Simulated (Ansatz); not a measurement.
The atomisation energy (no zero-point term) down a group: F to Br

One atom is swapped for its congeners: C2H3F3 (1,1,2-trifluoroethane) `FCC(F)F`; C2H3ClF2 `FCC(F)Cl`; C2H3BrF2 `FCC(F)Br`. All are singlets with charge 0.

Shapes, held fixed at every level: PBE0-D4/def2-TZVP. Flexible molecules stand in one conformer, not always the lowest. Programs: Ansatz 0.2.0. Values in eV.

| level | C2H3F3 | C2H3BrF2 |
| --- | --- | --- |
| r2SCAN-D4/def2-TZVPP | 32.28 | 30.22 |
| B3LYP-D4/def2-TZVPP | 32.03 | 29.89 |
| PBE0-D4/def2-TZVPP | 32.29 | 30.25 |
| B2PLYP/def2-TZVPP | 31.82 | 29.67 |
| MP2/def2-TZVPP | 32.33 | 30.17 |
| CCSD(T)/def2-TZVPP | 31.31 | 29.24 |

Task: Estimate the column for C2H3ClF2 from its neighbours.

Result: The mean of the neighbours at CCSD(T)/def2-TZVPP is 30.27 eV, against 29.78 from the run: the member lies nearer Br. All rows: r2SCAN-D4/def2-TZVPP 30.81; B3LYP-D4/def2-TZVPP 30.47; PBE0-D4/def2-TZVPP 30.86; B2PLYP/def2-TZVPP 30.25; MP2/def2-TZVPP 30.73; CCSD(T)/def2-TZVPP 29.78 eV. At CCSD(T)/def2-TZVPP the atomisation energy falls at every step, from 31.31 to 29.24 eV. Every level shows the same order. Relativity is left out for Br unless named. Correlated rows may include outer-core shells of Br, which these sets cover unevenly. Spin-orbit coupling, which grows down the group, is left out (summed over each molecule's free atoms 0.06, 0.08, 0.19 eV).
